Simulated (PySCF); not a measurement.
**Electron correlation in Kr²⁵⁺ (krypton, charge +25)**

[Ne] 3s1, 2S determinant. Calculation: PySCF 2.14, in an even-tempered Gaussian basis (18 s from 2.9 bohr⁻², ratio 2.5; 11 p from 3.8 bohr⁻², ratio 2.5; 5 d from 14 bohr⁻², ratio 2.7; 4 f from 22 bohr⁻², ratio 2.7); scalar relativity by spin-free X2C-1e. Frozen: 1s2; 9 electrons correlated; the 19 highest virtual orbitals of each spin left out.

| level | correlation energy (mhartree) |
| --- | --- |
| CCSD | -322.95 |
| (T) | -0.22 |
| CCSD(T) | -323.17 |

Diagnostics: T1 = 0.00018, D1 = 0.0007, largest double amplitude 0.003.

Problem. Is a single reference adequate?

Solution. Yes, within this model without spin-orbit coupling: T1 lies below 0.03 and no double amplitude reaches 0.07.

At this charge the one-electron X2C treatment keeps the bare 1/r₁₂, with no two-electron picture change or Breit term. The effect here is smaller than on the frozen 1s shell; and a scalar Hamiltonian misses the large spin-orbit splitting of the p shells, which matters for ns² → np² pairs.
